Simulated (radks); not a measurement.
Fractional charge and spin in the 6s shell of promethium: the spin-up occupation runs from 0 to 1 and the spin-down occupation from 0 to 1; the fullest corner is Pm, [Xe] 4f(up 2.5, down 2.5) 6s(up 1, down 1). Method: scalar-relativistic Kohn-Sham, LDA (Slater exchange, Perdew-Wang correlation), spin-polarised, spherical densities, point nucleus; computed with a radial shooting solver on a logarithmic mesh with Libxc functionals. Energy (eV) minus the two flat planes that join the four corners (they meet along the diagonal where the two added fractions sum to one electron); zero is where a piecewise linear energy would lie.

\begin{tabular}{lrrr}
down \ up & 0 & 0.5 & 1 \\ \hline
0 & 0.000 & -0.610 & 0.000 \\
0.5 & -0.610 & 0.170 & -0.561 \\
1 & 0.000 & -0.561 & 0.000 \\
\end{tabular}

Corners above the fullest one (they belong to Pm+ and the next ion): (up 1, down 0) 5.899 eV, (up 0, down 1) 5.899 eV, (up 0, down 0) 17.208 eV. With half an added electron in each spin the energy lies 0.170 eV from the planes, and with half an added electron in spin up alone -0.610 eV. The planes are only a guide here: the flat-plane condition holds for ground states with one frontier orbital, while this shell lies below other occupied shells, so the corners above the fullest one are inner-hole states and not the ground states of those ions.
